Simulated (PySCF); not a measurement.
## Ionisation energy of Dy²⁺ by level of theory

Dy²⁺ [Xe] 4f10 [4f5/2^6 4f7/2^4, M_J = 8] → Dy³⁺ [Xe] 4f9 [4f5/2^6 4f7/2^3, M_J = 15/2], as a difference of total energies. All numbers are calculated (PySCF 2.14, the two-component X2C-1e Hamiltonian, in x2c-QZVPPall-2c (16s16p12d6f4g1h, 213 functions)). Correlated levels: [Ar] 3d10 frozen; the 40 highest virtual spinors dropped. "Screened" scales the spin-orbit matrix elements by Boettger's factors to mimic the two-electron term; Breit and QED terms are absent.

| method | ionisation energy (eV) | difference from reference (eV) |
| --- | --- | --- |
| GHF (spin-free) | 18.747 | -4.143 |
| GMP2 (spin-free) | 23.753 | +0.863 |
| GHF (screened spin-orbit) | 18.717 | -4.173 |
| GMP2 (screened spin-orbit) | 23.732 | +0.842 |

Reference: 22.89 ± 0.03 eV (semi-empirical (NIST evaluation); NIST Atomic Spectra Database, ionization energies).

The spin-free rows relax to the high-spin LS determinant and lack the spin-orbit shift.

The labels give the starting determinants; with spin-orbit coupling the two ends relaxed to ⟨J²⟩ = 72.01, ⟨L²⟩ = 42.75, ⟨S²⟩ = 5.90 and ⟨J²⟩ = 63.77, ⟨L²⟩ = 30.66, ⟨S²⟩ = 8.60.
